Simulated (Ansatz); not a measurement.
BH7OSSi2, relaxed with RKS PBE-D4/def2-SVP in Ansatz 0.2.0 from a rough embedded geometry. The force threshold is 0.03 eV/Å; the program also tests the step.

The species carries charge 0 and has multiplicity 1. The bonds changed during the relaxation, so this is another structure than the one it started from.

Start:

```xyz
12

B     0.718   -1.669   -0.949
Si    0.419   -0.612    0.583
O     1.808    0.347    0.894
Si   -1.359    0.756    0.158
S    -0.946    1.940   -1.504
H     1.791   -1.640   -1.561
H    -0.085   -2.440   -1.365
H     0.164   -1.427    1.726
H     1.532    0.868    1.675
H    -1.640    1.523    1.348
H    -2.544   -0.176   -0.099
H     0.144    2.531   -0.907
```

Q: By how much does the energy fall, and how many steps does the optimiser take? (Estimate.)

A: Ansatz gave: 109.41 kJ/mol, in 19 steps, 1 of them rejected.

Q: Which bonds change most? (Estimate.)

A: Ansatz gave: B1–S5 from 4.012 to 2.044 Å; Si4–S5 from 2.082 to 2.291 Å; B1–Si2 from 1.885 to 2.011 Å; Si2–Si4 from 2.283 to 2.375 Å.

Q: Give the relaxed structure. (Estimate.)

A: Computed: 
```xyz
12

B     0.457   -0.964   -1.187
Si    0.564   -0.649    0.797
O     1.675    0.608    1.111
Si   -1.477    0.502    0.410
S    -0.415    0.840   -1.592
H     1.462   -1.078   -1.869
H    -0.451   -1.744   -1.459
H     0.611   -1.664    1.916
H     1.666    0.938    2.026
H    -1.948    1.850    0.905
H    -2.687   -0.272   -0.042
H     0.545    1.630   -1.015
```
